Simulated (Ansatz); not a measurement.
Input file for C2H3BO (`C#CBO`):

```yaml
crystal:
  periodic: [false, false, false]
  atoms:
    - {symbol: C, position_ang: [-0.155413, -0.039671, 1.803778]}
    - {symbol: C, position_ang: [0.052257, 0.140798, 0.629016]}
    - {symbol: B, position_ang: [0.321757, 0.379891, -0.856943]}
    - {symbol: O, position_ang: [-0.136885, -0.470770, -1.800207]}
    - {symbol: H, position_ang: [-0.335806, -0.194039, 2.842925]}
    - {symbol: H, position_ang: [0.946160, 1.326085, -1.230925]}
    - {symbol: H, position_ang: [-0.630870, -1.210294, -1.433245]}
basis:
  gaussian: {orbitals: def2-TZVPP}
correlation: {method: ccsd_t}
output: {orbitals: {seedname: orbitals}}
```

```sh
$ ansatz run in.yaml --threads 2 --pin off --events-out ev --progress --plain --max-ram 4352MiB
```

Output of Ansatz, abridged:

```
Functional definition: HF
1017 factors; integrals over basis functions are off by at most 8.5e-4 eV
mean field evaluation 1: about -4815.8684 eV, gradient 3.8e1 eV
mean field evaluation 2: about -4815.8748 eV, gradient 3.8e1 eV
mean field evaluation 4: about -4819.0391 eV, gradient 3.9e0 eV
mean field evaluation 8: about -4819.0839 eV, gradient 4.4e-4 eV
mean field -4819.08387841 eV, -177.0980660393 hartree, gradient 1.2e-6 eV, S^2 0.000000; 0 other end points of the search recorded, 0 dependent functions left out
4 core orbitals not correlated: weight in the atoms' cores, before any rotation towards them, 1.000 or more for the frozen orbitals, at most 0.000 for the correlated occupied ones
reference -4819.08387841 eV, -177.0980660393 hartree; 10, 10 occupied and 152, 152 virtual orbitals, 1017 factors
second order -17.26767761 eV of doubles, -0.00000000 eV of singles
cycle   1  -17.18318813 eV  change    8.4e-2 eV  update   1.0e-1
cycle   2  -17.64882261 eV  change   -4.7e-1 eV  update   3.1e-2
cycle   3  -17.76269047 eV  change   -1.1e-1 eV  update   1.7e-2
cycle   4  -17.75731335 eV  change    5.4e-3 eV  update   5.0e-3
cycle   5  -17.75738169 eV  change   -6.8e-5 eV  update   2.5e-3
cycle   6  -17.75896622 eV  change   -1.6e-3 eV  update   7.2e-4
cycle   7  -17.75874131 eV  change    2.2e-4 eV  update   3.0e-4
cycle   8  -17.75864896 eV  change    9.2e-5 eV  update   1.1e-4
cycle   9  -17.75866328 eV  change   -1.4e-5 eV  update   4.1e-5
cycle  10  -17.75865134 eV  change    1.2e-5 eV  update   1.4e-5
perturbative correction -0.80908183 eV, -0.0297332089 hartree
Total energy: -4837.65161159 eV, -177.7804176478 hartree
```

It took 27 s on 2 threads of an Arm Neoverse V2 on a shared host, with 1.4 GiB of host memory at the peak.

The correlation energy is -18.568 eV, 4.4 % of it from (T); the T1 diagnostic reads 0.0147.
